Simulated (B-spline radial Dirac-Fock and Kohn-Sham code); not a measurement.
ΔSCF core binding energies without Breit or QED terms, calculated with a radial B-spline solver.

A sound run for the Tm⁴⁺ ion, [Xe] 4f11: The ground state converged in 11 iterations, with total energy -13571.40642 Ha, virial ratio 1.90341 and highest orbital energy -69.49 eV. ΔSCF binding energies: K (1s) 59723.2 eV, L3 (2p3/2) 8731.0 eV, M5 (3d5/2) 1533.4 eV.

A second run, with one unsound setting: The ground state converged in 10 iterations, with total energy -13342.06441 Ha, virial ratio 1.87940 and highest orbital energy -74.73 eV. ΔSCF binding energies: K (1s) 59899.1 eV, L3 (2p3/2) 8838.0 eV, M5 (3d5/2) 1704.0 eV.

```
iter   energy (Ha)        error
   1   -13267.46398147  4.58e+00
   2   -13317.60483698  3.57e+00
   3   -13340.97052578  7.82e-01
   4   -13341.94997224  1.98e-01
   5   -13342.05023861  8.68e-02
   6   -13342.06362926  2.17e-02
   7   -13342.06440288  1.20e-03
   8   -13342.06441340  1.65e-04
   9   -13342.06441354  5.25e-06
  10   -13342.06441354  3.73e-07
```

Question: Which fault fits the second run best?
A. mesh too coarse
B. too few iterations
C. tolerance below the noise
D. functional not served

Answer: A. The input had h = 0.9: h is too large to resolve the orbitals.
